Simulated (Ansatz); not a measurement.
Species: CHS$_{2}$, charge 1, multiplicity 1. It need not be the lowest isomer of its formula. 
Structure (B3LYP-D3(BJ)/def2-TZVP (Ansatz, a first-principles code) minimum search):
```xyz
4

S      1.5692    -0.3050     0.1177
C      0.0958    -0.0321     0.0255
S     -1.4865     0.3413    -0.1827
H     -1.8991    -0.3890     0.8868
```
Charge +1, spin multiplicity 1.

Basis-set convergence of Hartree-Fock and MP2 correlation energies (hartree) with Ansatz. Valence correlation only, unless marked. No spin-orbit coupling. Non-relativistic.

The Hartree-Fock reference is unstable (checked in the largest basis), which strains HF and MP2. 

```tsv
basis	functions	E(HF)	E(corr, MP2)
aug-cc-pV(D+d)Z	96	-833.20767	-0.40712
aug-cc-pV(T+d)Z	179	(withheld)	(withheld)
```

### Question
Some entries are withheld; supply them.

### Answer

- aug-cc-pV(T+d)Z, E(HF): -833.24326
- aug-cc-pV(T+d)Z, E(corr, MP2): -0.49306
